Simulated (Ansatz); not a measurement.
A structure drawn as `C[O+](C)[AlH3-]`, with this starting geometry:

```xyz
13

C     0.540   -0.021   -1.266
O    -0.305    0.461   -0.264
C     0.478    1.125    0.675
Al   -1.069   -1.034    0.563
H    -0.089   -0.512   -2.110
H     1.020    0.879   -1.843
H     1.345   -0.699   -0.967
H     1.030    2.008    0.251
H     1.313    0.506    1.140
H    -0.124    1.528    1.546
H    -2.044   -1.746   -0.534
H    -2.041   -0.499    1.754
H    -0.054   -1.996    1.055
```

Total charge 0; spin multiplicity 1.

Q: Relax it with Ansatz at PBE-D4/def2-SVP and then PBE0-D4/def2-TZVP. Is the drawn bonding still there?

A: Yes, every drawn bond is still there and no new one forms.

Q: Give the relaxed structure. (An estimate is asked.)

A: Ansatz gave: 
Z-matrix (Å, degrees):
```
C
O 1 1.425
H 1 1.088 2 106.9
H 1 1.092 2 109.2 3 119.2
H 1 1.094 2 110.2 3 -119.5
C 2 1.425 1 113.2 3 -178.8
Al 2 1.981 1 117.0 3 40.3
H 6 1.088 2 106.9 1 178.8
H 6 1.092 2 109.2 1 59.6
H 6 1.094 2 110.2 1 -61.6
H 7 1.599 2 98.6 1 -171.4
H 7 1.605 2 99.3 1 69.5
H 7 1.599 2 98.6 1 -49.7
```
All modes are real.

Atoms count as bonded under 1.1 times the sum of their covalent radii (H–H under 0.85 Å, pairs among N, O and F under 1.55 Å), and a drawn bond as lost past 1.3 times.
